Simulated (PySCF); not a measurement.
**Excitation energy of Sn by level of theory**

Sn [Kr] 4d10 5s2 5p2 (3P) → Sn [Kr] 4d10 5s1 5p2 6s1 (5P), as a difference of total energies. All numbers are calculated (PySCF 2.14, scalar relativity through the core potential, in aug-cc-pwCVTZ-PP with ECP28MDF (8s7p6d4f1g, 96 functions)). Correlated levels: valence: 4s2 4p6 4d10 frozen; valence and next inner shell: nothing frozen outside the core potential. The calculations carry no spin-orbit coupling.

```csv
method,excitation energy (eV)
UHF,8.202
LDA,10.524
PBE,10.197
PBE0,9.922
r2SCAN,9.956
B3LYP,10.350
wB97X,10.695
BHandHLYP,10.051
TPSS,10.103
MP2 (valence),9.070
SCS-MP2 (valence),9.372
MP2 (valence and next inner shell),10.040
SCS-MP2 (valence and next inner shell),10.158
```

**Question.** How much does correlation contribute at MP2 (valence and next inner shell)?

**Answer.** 10.040 − (8.202) = 1.838 eV, measured against UHF.

The upper state lies above the first ionisation limit, but in LS coupling its spin forbids autoionisation to the ground ion; at this Z spin-orbit coupling breaks that rule. A Rydberg-like electron needs more diffuse functions than a valence basis has.

The promoted electron is Rydberg-like, and one or two diffuse shells describe it only roughly, which tends to raise the upper state.
